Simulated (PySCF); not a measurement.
SMILES CCC[CH2][Ge]([F])([F])[F] (C₄H₉F₃Ge), GFN2-xTB optimised geometry.

```
17

C     -1.49    -1.65     5.33
C     -1.86    -2.17     3.95
C     -1.18    -1.36     2.84
C     -1.56    -1.90     1.47
Ge    -0.70    -0.85     0.00
F     -1.06    -1.29    -1.64
F     -1.04     0.85     0.00
F      1.04    -0.85     0.00
H     -1.98    -2.23     6.10
H     -1.79    -0.61     5.44
H     -0.41    -1.71     5.48
H     -2.94    -2.12     3.82
H     -1.56    -3.22     3.86
H     -1.48    -0.32     2.93
H     -0.10    -1.41     2.97
H     -1.25    -2.93     1.34
H     -2.64    -1.84     1.30
```

Density from CAM-B3LYP/def2-SVP in PySCF at that geometry.

Minimum of the electron density along straight lines between bonded atoms, close to the bond critical point (lines longer than 1.1 times the sum of covalent radii, or with two minima, are not listed):

```json
[
 {"bond": "C1–C2", "length / Å": "1.524", "ρ at the minimum / e bohr⁻³": "0.246", "∇²ρ there / e bohr⁻⁵": "-0.57", "position (fraction from the first atom)": "0.50"},
 {"bond": "C2–C3", "length / Å": "1.529", "ρ at the minimum / e bohr⁻³": "0.246", "∇²ρ there / e bohr⁻⁵": "-0.57", "position (fraction from the first atom)": "0.49"},
 {"bond": "C3–C4", "length / Å": "1.523", "ρ at the minimum / e bohr⁻³": "0.244", "∇²ρ there / e bohr⁻⁵": "-0.56", "position (fraction from the first atom)": "0.48"},
 {"bond": "C4–Ge5", "length / Å": "1.998", "ρ at the minimum / e bohr⁻³": "0.125", "∇²ρ there / e bohr⁻⁵": "-0.06", "position (fraction from the first atom)": "0.52"},
 {"bond": "Ge5–F6", "length / Å": "1.735", "ρ at the minimum / e bohr⁻³": "0.135", "∇²ρ there / e bohr⁻⁵": "0.82", "position (fraction from the first atom)": "0.48"},
 {"bond": "Ge5–F7", "length / Å": "1.733", "ρ at the minimum / e bohr⁻³": "0.135", "∇²ρ there / e bohr⁻⁵": "0.83", "position (fraction from the first atom)": "0.48"},
 {"bond": "Ge5–F8", "length / Å": "1.732", "ρ at the minimum / e bohr⁻³": "0.136", "∇²ρ there / e bohr⁻⁵": "0.84", "position (fraction from the first atom)": "0.48"},
 {"bond": "C1–H9", "length / Å": "1.087", "ρ at the minimum / e bohr⁻³": "0.277", "∇²ρ there / e bohr⁻⁵": "-1.03", "position (fraction from the first atom)": "0.63"},
 {"bond": "C1–H10", "length / Å": "1.087", "ρ at the minimum / e bohr⁻³": "0.277", "∇²ρ there / e bohr⁻⁵": "-1.03", "position (fraction from the first atom)": "0.63"},
 {"bond": "C1–H11", "length / Å": "1.087", "ρ at the minimum / e bohr⁻³": "0.277", "∇²ρ there / e bohr⁻⁵": "-1.03", "position (fraction from the first atom)": "0.63"},
 {"bond": "C2–H12", "length / Å": "1.092", "ρ at the minimum / e bohr⁻³": "0.277", "∇²ρ there / e bohr⁻⁵": "-1.01", "position (fraction from the first atom)": "0.62"},
 {"bond": "C2–H13", "length / Å": "1.092", "ρ at the minimum / e bohr⁻³": "0.277", "∇²ρ there / e bohr⁻⁵": "-1.01", "position (fraction from the first atom)": "0.62"},
 {"bond": "C3–H14", "length / Å": "1.093", "ρ at the minimum / e bohr⁻³": "0.278", "∇²ρ there / e bohr⁻⁵": "-1.03", "position (fraction from the first atom)": "0.63"},
 {"bond": "C3–H15", "length / Å": "1.093", "ρ at the minimum / e bohr⁻³": "0.278", "∇²ρ there / e bohr⁻⁵": "-1.03", "position (fraction from the first atom)": "0.63"},
 {"bond": "C4–H16", "length / Å": "1.090", "ρ at the minimum / e bohr⁻³": "0.276", "∇²ρ there / e bohr⁻⁵": "-1.03", "position (fraction from the first atom)": "0.64"},
 {"bond": "C4–H17", "length / Å": "1.090", "ρ at the minimum / e bohr⁻³": "0.276", "∇²ρ there / e bohr⁻⁵": "-1.03", "position (fraction from the first atom)": "0.64"}
]
```
